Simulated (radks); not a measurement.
Q: Species: the arsenic ion As4+. Configuration: [Ar] 3d10 4s1 (the NIST ground configuration). All-electron calculation, Dirac Kohn-Sham, PBE, spin-unpolarised, spherical densities, finite nucleus; Fermi nuclear charge, rms radius 4.0968 fm. Program: a radial shooting solver on a logarithmic mesh with Libxc functionals.

Spin-orbit splittings of the eigenvalues, e(l+1/2) - e(l-1/2), with zeta = 2 splitting/(2l+1) and mean radii in bohr:

| shell | occ. | splitting (eV) | zeta (eV) | <r> j=l-1/2 | <r> j=l+1/2 |
|---|---|---|---|---|---|
| 2p | 6 | 36.58 | 24.39 | 0.1746 | 0.1783 |
| 3p | 6 | 5.035 | 3.357 | 0.6088 | 0.6192 |
| 3d | 10 | ? | ? | 0.6642 | 0.6685 |

Estimate the 3d splitting.

A: 0.7404 eV (zeta = 0.2962 eV).
